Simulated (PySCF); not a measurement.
# CH11NO2Si3

CH11NO2Si3 is a molecule drawn to mimic a surface site (built as: C site whose three back bonds go to SiH3, OSiH3, NHSiH3; end group OH), neutral, singlet. The structure, one conformer, was relaxed in the gas phase by PBE0-D3(BJ)/def2-SVP. No frequency run checks that it is a minimum.

SMILES: OC([SiH3])(N[SiH3])O[SiH3]

```xyz
18

C    -0.209    0.129    0.613
Si   -0.689    1.681    1.651
O    -1.415   -0.504    0.256
Si   -1.625   -1.146   -1.295
N     0.607    0.411   -0.525
Si    2.181   -0.340   -0.762
O     0.555   -0.759    1.391
H    -1.533    1.250    2.804
H    -1.452    2.636    0.788
H     0.548    2.349    2.151
H    -2.952   -1.816   -1.201
H    -0.591   -2.158   -1.658
H    -1.691   -0.080   -2.337
H     0.397    1.275   -1.013
H     3.167   -0.038    0.316
H     2.662    0.281   -2.035
H     2.085   -1.815   -0.952
H    -0.065   -1.350    1.834
```
Atom numbers follow the order of the file, from 1.

Shieldings: GIAO PBE0/pcSseg-1. Shifts are against computed references at the same level: C TMS (σ 184.4 ppm), H TMS (σ 31.27 ppm), Si TMS (σ 352.0 ppm). Core levels by delta-SCF with SCAN, pcX-2 on the ionised atom and pcseg-1 elsewhere, spin-free X2C (2p3/2 is the spin-free 2p value less a third of a first-order spin-orbit splitting); from the vacuum level, for chosen atoms.

Q: Give the NMR and core-level values of the distinct atoms.

A: 
| atoms | bonded to | σ (ppm) | δ (ppm) | core level (eV) |
| --- | --- | --- | --- | --- |
| C1 | 1 N + 2 O + 1 Si | 82.4 | 102.0 | 1s 294.07 |
| Si2 | 1 C + 3 H | 416.3 | -64.3 | 2p3/2 106.66 |
| O3 | 1 C + 1 Si | 208.0 | - | 1s 537.94 |
| Si4 | 1 O + 3 H | 397.9 | -45.9 | - |
| N5 | 1 C + 1 Si + 1 H | 198.7 | - | 1s 404.77 |
| Si6 | 1 N + 3 H | 412.4 | -60.4 | - |
| O7 | 1 C + 1 H | 210.1 | - | 1s 538.99 |
| H8 H9 H10 | 1 Si | 27.36 | 3.91 | - |
| H11 H12 H13 | 1 Si | 26.56 | 4.71 | - |
| H14 | 1 N | 29.68 | 1.58 | - |
| H15 H16 H17 | 1 Si | 26.64 | 4.63 | - |
| H18 | 1 O | 29.93 | 1.33 | - |

Values are those of this one static structure, with the three H of a rotating XH3 group averaged; atoms that internal rotation interchanges would show their mean in an NMR spectrum.

Q: Which of O3, O7 holds its core electrons tightest, and by how much against the loosest?

A: O7 (bonded to 1 C + 1 H), by 1.05 eV over O3 (bonded to 1 C + 1 Si).

Q: By CAM-B3LYP/def2-SVPD (TDDFT singlets, Tamm-Dancoff triplets, ionisation by delta-SCF), where does absorption start, and what does vertical ionisation take?

A: The lowest singlet lies at 6.31 eV (f 0.007), the strongest of the first 6 at 7.48 eV (f 0.112), the lowest triplet at 6.06 eV; vertical ionisation takes 9.16 eV.

The 3 runs behind this took 3.3 min in all, one thread each of Intel Xeon 6975P-C on a shared host, launched as `OMP_NUM_THREADS=1 python cluster_run.py task.json out`.
